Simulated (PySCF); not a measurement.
fulvene (C6H6), SMILES C1(=C)C=CC=C1.

Geometry optimised at PBE-D3(BJ)/def2-SVP.

The numbers are results of PySCF with PBE-D3(BJ)/def2-SVP, not measurements.

Frequencies are harmonic and unscaled.

```
mode  ν (cm⁻¹)  IR (km/mol)  moving atoms (share of kinetic energy)
----  --------  -----------  --------------------------------------
1          206          4.0                          C 76 %, H 24 %
2          334          0.5                          C 61 %, H 39 %
3          476          0.0                          H 52 %, C 48 %
4          628         34.2                          H 51 %, C 49 %
5          661          0.1                          C 86 %, H 14 %
6          670          0.0                          H 75 %, C 25 %
7          751          0.0                          H 78 %, C 22 %
8          772         34.6                          H 52 %, C 48 %
9          779          1.2                           C 91 %, H 9 %
10         893          6.5                          C 61 %, H 39 %
11         900          4.1                          H 77 %, C 23 %
12         920          0.0                          H 69 %, C 31 %
13         921         27.9                          H 69 %, C 31 %
14         928          2.2                          H 65 %, C 35 %
15        1000          2.0                          C 70 %, H 30 %
16        1049          1.5                          H 89 %, C 11 %
17        1054         11.3                          H 88 %, C 12 %
18        1204          0.2                          H 62 %, C 38 %
19        1302          0.1                          C 74 %, H 26 %
20        1321         24.9                          H 54 %, C 46 %
21        1389          0.0                          H 73 %, C 27 %
22        1505         24.5                                  C 93 %
23        1580          0.0                          C 89 %, H 11 %
24        1665          2.4                                  C 92 %
25        3076          3.4                                  H 95 %
26        3142          3.2                                  H 92 %
27        3152          5.7                           H 92 %, C 8 %
28        3171          7.5                           H 91 %, C 9 %
29        3175          2.1                          H 90 %, C 10 %
30        3178          2.8                          H 89 %, C 11 %
```
